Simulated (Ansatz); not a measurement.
CH₃BIN (`C=NBI`), relaxed with RKS PBE0-D4/def2-TZVP in the Gaussian-basis code of Ansatz from a PBE-D4/def2-SVP geometry. The force threshold is 0.005 eV/Å; the program also tests the step.

The species carries charge 0 and has multiplicity 1. I: def2 effective core potential.

Start:

```xyz
7

C    -0.162   -0.043    1.371
N    -0.023    0.113    0.132
B     0.126    0.274   -1.208
I     0.409   -1.474   -2.454
H    -1.165   -0.192    1.831
H     0.711   -0.043    2.061
H     0.105    1.365   -1.734
```

```tsv
step	energy (eV)	largest force (eV/Å)	largest move (Å)
1	-11351.5148	0.627	0.000
2	-11351.5472	0.165	0.031
3 (rejected)	-11351.4334	1.787	0.107
4 (rejected)	-11351.5459	0.424	0.034
5	-11351.5492	0.093	0.017
6	-11351.5493	0.233	0.015
7	-11351.5499	0.013	0.019
8	-11351.5501	0.025	0.011
9	-11351.5501	0.008	0.002
10	-11351.5501	0.009	0.001
11 (rejected)	-11351.5501	0.018	0.002
12	-11351.5501	0.003	0.001
```

End:

```xyz
7

C    -0.161   -0.042    1.358
N    -0.025    0.112    0.134
B     0.124    0.272   -1.194
I     0.407   -1.461   -2.433
H    -1.148   -0.185    1.807
H     0.701   -0.043    2.031
H     0.103    1.346   -1.703
```

It took 49 s on 2 threads of an Arm Neoverse V1 on a shared host, with 0.33 GiB of host memory at the peak.
